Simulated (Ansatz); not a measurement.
System: CHO (charge +1, singlet). It need not be the lowest isomer of its formula. 
Geometry from a B3LYP-D3(BJ)/def2-TZVP (Ansatz, a program for electronic structure) optimisation:
```xyz
3

C      0.0000     0.0000    -0.5143
O      0.0000     0.0000     0.5871
H      0.0000     0.0000    -1.6107
```
Charge +1, spin multiplicity 1.

Basis-set convergence of Hartree-Fock and CCSD(T) correlation energies (hartree) with Ansatz. Valence correlation only, unless marked. No spin-orbit coupling. No relativistic terms.

```
basis       functions       E(HF)  E(corr, CCSD(T))
----------  ---------  ----------  ----------------
def2-SVP           33  -112.87566          -0.31561
def2-TZVPP         76  -113.01606          -0.37914
def2-QZVPP        144  -113.02107          -0.40240
```

Extrapolating the two largest sets (X = 3 and 4) as X^-3: E(corr) = (64·(-0.40240) - 27·(-0.37914))/37 = -0.4194 Eh, an estimate of the basis-set limit. The largest set recovers 96.0 % of it, the smallest 75.3 %.
